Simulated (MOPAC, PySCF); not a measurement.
CH₃Cl₂Ga, SMILES `[CH3][Ga]([Cl])[Cl]`, neutral singlet in the gas phase. 

Cartesian coordinates (Å):
```xyz
7

C     -1.0059    -0.0615     0.0399
Ga     0.9312     0.0646    -0.0506
Cl     1.9887     1.9223    -0.0380
Cl     2.2027    -1.6510    -0.1549
H     -1.4609     0.8828    -0.2566
H     -1.3562    -0.8667    -0.6062
H     -1.2996    -0.2906     1.0664
```
Charge 0, multiplicity 1.

All levels are single points at this geometry (PBE0-D4/def2-TZVP); Pople sets use spherical d functions. Orbital energies aren't observables, and empty levels follow the basis.

HF/STO-3G in PySCF gives dipole (D) = 3.07.

Problem. Estimate the dipole (D) from each of these levels: PBE0-D4/def2-TZVP in PySCF; B3LYP/6-311+G** (LANL2DZ on Ga) in PySCF; B3LYP/6-31G* in PySCF; B3LYP/LANL2DZ in PySCF; M06-2X/6-31G* in PySCF; SVWN5/6-31G* in PySCF; AM1 in MOPAC; PM7 in MOPAC.

Solution. 
| level | dipole (D) |
|---|---|
| PBE0-D4/def2-TZVP in PySCF | 2.79 |
| B3LYP/6-311+G** (LANL2DZ on Ga) in PySCF | 3.06 |
| B3LYP/6-31G* in PySCF | 3.03 |
| B3LYP/LANL2DZ in PySCF | 3.55 |
| M06-2X/6-31G* in PySCF | 3.00 |
| SVWN5/6-31G* in PySCF | 3.03 |
| AM1 in MOPAC | 2.84 |
| PM7 in MOPAC | 3.52 |
